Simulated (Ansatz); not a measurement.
A nudged elastic band was laid between two geometries of CH$_{4}$BFO (8 atoms, charge 0, multiplicity 1).

Method: RKS PBE0/def2-SVP in Ansatz 0.2.0.

| Property | Result |
| --- | --- |
| movable images | 7 |
| climbing image | yes |
| spring | 5.0 eV/Å² |
| optimiser | quadratic models (default) |
| start path | through a guess of the saddle point |
| force threshold | 0.05 eV/Å |
| iteration limit | 60 |
| end points | relaxed |

First end point:

```xyz
8
Properties=species:S:1:pos:R:3
C -0.200 1.048 -0.065
O 0.117 -0.164 -0.699
B 0.282 -1.310 -0.028
F 0.581 -2.394 -0.726
H -0.306 0.928 1.026
H -1.145 1.438 -0.473
H 0.592 1.785 -0.266
H 0.170 -1.389 1.174
```

Last end point:

```xyz
8
Properties=species:S:1:pos:R:3
C -0.051 1.067 0.063
O 0.696 -0.092 -0.201
B 0.178 -1.323 -0.118
F 0.973 -2.346 -0.388
H 0.407 1.615 0.900
H -1.097 0.834 0.321
H -0.040 1.719 -0.823
H -0.974 -1.530 0.190
```

Task: Which bonds break or form, and what moves?

Result: No bond is made or broken. The dihedral H5–C1–O2–B3 goes from -1 to 120°. The two ends are copies of one structure, up to a mirror image or an exchange of like atoms.

Task: Give the energies along the band, and the barrier.

Result: The forces met the threshold. The highest image is number 4 of 0 to 8, 0.034 eV above the ends, which have the same energy within 2 meV. A vibrational analysis at the climbing image gives one clearly imaginary mode, 128i cm⁻¹: a first-order saddle point.

```
image  path coordinate (Å)  energy (eV)  dihedral H5–C1–O2–B3 (°)
    0                 0.00        0.000                        -1
    1                 0.35        0.005                        16
    2                 0.70        0.019                        32
    3                 1.05        0.031                        49
    4                 1.40        0.034                        64
    5                 1.69        0.027                        78
    6                 1.99        0.016                        92
    7                 2.29        0.005                       106
    8                 2.58        0.000                       120
```

Task: What is the geometry of the highest image?

Result: 
```xyz
8
Properties=species:S:1:pos:R:3:forces:R:3
C -0.097 1.060 -0.085 -0.01 0.00 0.00
O 0.486 -0.138 -0.542 0.01 0.01 0.02
B 0.206 -1.321 0.020 -0.02 -0.01 -0.03
F 0.807 -2.391 -0.478 0.01 0.00 0.01
H 0.215 1.293 0.946 0.00 0.00 0.00
H -1.197 1.016 -0.119 0.01 0.00 0.00
H 0.239 1.875 -0.740 0.00 0.00 0.00
H -0.566 -1.451 0.943 0.01 0.00 0.00
```

Task: What are the harmonic wavenumbers there?

Result: 128i, 188, 265, 516, 935, 1045, 1108, 1178, 1179, 1291, 1443, 1472, 1481, 1536, 2635, 3049, 3140, 3171 cm⁻¹.

Run time: 6.9 min on 1 thread of Arm Neoverse V1 (shared host), peak memory 0.24 GiB.
